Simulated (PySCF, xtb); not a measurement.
## Relative energy of two structures of CHKSi

Structure a is a singlet given by its coordinates and structure b is `C#[Si][K]`, a singlet. Both are isolated molecules in the gas phase, relaxed with PBE0-D4/def2-SVP.

a (Å):

```xyz
4

C     0.6211   -0.4894    0.2367
K    -1.9883    0.2921    0.6924
Si    1.1562    0.8645    1.0261
H     0.5087   -1.4296   -0.3114
```

Close contacts (Å): C1–K2 2.76, C1–Si3 1.66, K2–Si3 3.21, C1–H4 1.09.

b (Å):

```xyz
4

C    -2.5842    0.9941   -2.9466
K    -2.2238   -3.3645   -1.2741
Si   -2.4606   -0.5223   -2.3608
H    -2.6650    2.0046   -3.3376
```

Quicker runs give these differences E(b) − E(a): GFN2-xTB +36.3 kJ/mol; HF/STO-3G +138.9 kJ/mol (at GFN2-xTB geometries); r2SCAN-D4/def2-SVP +35.0 kJ/mol (at GFN2-xTB geometries).

Estimate E(b) − E(a) at the level CCSD(T)/def2-TZVPP.

Calculated at CCSD(T)/def2-TZVPP: E(b) − E(a) = +61.1 kJ/mol, so structure a lies lower.

The same difference at several levels:

| level | geometry | E(b) − E(a) (kJ/mol) | departure from the last row (kJ/mol) | job, with rough time for the two |
| --- | --- | --- | --- | --- |
| GFN2-xTB | GFN2-xTB | +36.3 | −24.7 | optimisation, 0.32 s |
| HF/STO-3G | GFN2-xTB | +138.9 | +77.8 | single point, 3.8 s |
| r2SCAN-D4/def2-SVP | GFN2-xTB | +35.0 | −26.1 | single point, 18 s |
| PBE0-D4/def2-SVP | PBE0-D4/def2-SVP | +69.3 | +8.2 | optimisation, 86 s |
| HF/def2-TZVPP | PBE0-D4/def2-SVP | +68.1 | +7.0 | part of the CCSD(T) run |
| MP2/def2-TZVPP | PBE0-D4/def2-SVP | +60.9 | −0.2 | part of the CCSD(T) run |
| CCSD(T)/def2-TZVPP | PBE0-D4/def2-SVP | +61.1 |  | single point, 2.2 min |

The levels shown agree on the order. The largest departure from CCSD(T)/def2-TZVPP is that of HF/STO-3G, 77.8 kJ/mol. A small imaginary or near-zero mode remains, so no thermal terms are given.

The correlated steps freeze 11 core orbitals; the last core shell of K is correlated, in a basis made for valence electrons. Run with PySCF 2.14.0, xtb 6.7.1; the last row on 2 threads of Intel(R) Xeon(R) Processor @ 2.50GHz (Skylake/Cascade Lake) on a shared host.
